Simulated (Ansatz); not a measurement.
Pulling on the B1–F2 bond in BFHI (SMILES FBI) (multiplicity 1 held, fragments rigid). Energies count from the point at 1.312 Å.
Geometry at that point (charge 0, multiplicity 1):
```csv
atom,x (Å),y (Å),z (Å)
B,-0.2447,-1.3335,0.8064
F,0.7923,-1.7438,1.4967
H,-1.2601,-1.9458,0.8179
I,-0.0877,0.4586,-0.3457
```

Signs of static correlation in def2-TZVPP, from Ansatz (a program for electronic structure) runs.

```json
[
 {"R (Å)": "1.049", "T1 of restricted CCSD": "0.011", "⟨S²⟩ of UHF": "0.000", "largest double amplitude of restricted CCSD": "0.036"},
 {"R (Å)": "1.180", "T1 of restricted CCSD": "0.013", "⟨S²⟩ of UHF": "0.000", "largest double amplitude of restricted CCSD": "0.035"},
 {"R (Å)": "1.312", "T1 of restricted CCSD": "0.014", "⟨S²⟩ of UHF": "0.000", "largest double amplitude of restricted CCSD": "0.035"},
 {"R (Å)": "1.443", "T1 of restricted CCSD": "0.016", "⟨S²⟩ of UHF": "0.000", "largest double amplitude of restricted CCSD": "0.035"},
 {"R (Å)": "1.574", "T1 of restricted CCSD": "0.018", "⟨S²⟩ of UHF": "0.000", "largest double amplitude of restricted CCSD": "0.036"},
 {"R (Å)": "1.771", "T1 of restricted CCSD": "0.020", "⟨S²⟩ of UHF": "0.000", "largest double amplitude of restricted CCSD": "0.039"},
 {"R (Å)": "1.967", "T1 of restricted CCSD": "0.023", "⟨S²⟩ of UHF": "0.000", "largest double amplitude of restricted CCSD": "0.041"},
 {"R (Å)": "2.295", "T1 of restricted CCSD": "___", "⟨S²⟩ of UHF": "0.674", "largest double amplitude of restricted CCSD": "0.088"},
 {"R (Å)": "2.623", "T1 of restricted CCSD": "0.047", "⟨S²⟩ of UHF": "0.906", "largest double amplitude of restricted CCSD": "0.143"},
 {"R (Å)": "3.017", "T1 of restricted CCSD": "___", "⟨S²⟩ of UHF": "0.982", "largest double amplitude of restricted CCSD": "0.257"},
 {"R (Å)": "3.541", "T1 of restricted CCSD": "0.144", "⟨S²⟩ of UHF": "1.006", "largest double amplitude of restricted CCSD": "0.551"},
 {"R (Å)": "4.197", "T1 of restricted CCSD": "0.086", "⟨S²⟩ of UHF": "1.010", "largest double amplitude of restricted CCSD": "0.073"}
]
```

Problem. Some entries are withheld; supply them.

Solution. 
- 2.295, T1 of restricted CCSD: 0.031
- 3.017, T1 of restricted CCSD: 0.077

Doubts at one or more of the structures used: a restricted determinant that unrestricted orbitals would lower (R-CCSD(T)/def2-TZVPP); T1 above 0.05 (R-CCSD(T)/def2-TZVPP, U-CCSD(T)/def2-TZVPP); other coupled-cluster roots lie near (R-CCSD(T)/def2-TZVPP); a spin-contaminated determinant (U-CCSD(T)/def2-TZVPP).
